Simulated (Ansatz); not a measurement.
Mulliken charges of CH4AlFSe (`FC[Se][AlH2]`) from PBE/def2-TZVPP in Ansatz (PBE0-D4/def2-TZVP geometry).

```
atom   x (Å)   y (Å)   z (Å)  charge (e)
  F1  -0.892   0.535  -0.127      -0.117
  C2   0.346   1.191   0.301      -0.070
 Se3   1.594  -0.227   0.730      -0.211
 Al4  -0.258  -1.359  -0.307       0.357
  H5   0.639   1.796  -0.553       0.155
  H6   0.060   1.792   1.160       0.156
  H7  -0.208  -1.547  -1.877      -0.138
  H8  -1.188  -2.239   0.618      -0.132
```

Q: By hand: the dipole of these point charges (1 e Å = 4.8032 D).

A: Σ q r = (-0.054, 0.484, 0.003) e Å, of length 0.487 e Å = 2.34 D.

Q: How does the dipole of the full density compare? (Best estimate.)

A: Ansatz gave: (-0.079, 0.473, 0.015) e Å, 2.30 D; the point charges give 1.02 times that, at 3° from its direction.

Point charges leave out the atoms' own dipoles, such as those of lone pairs, and Mulliken's split depends on the basis, so the close match here is no proof of good charges.
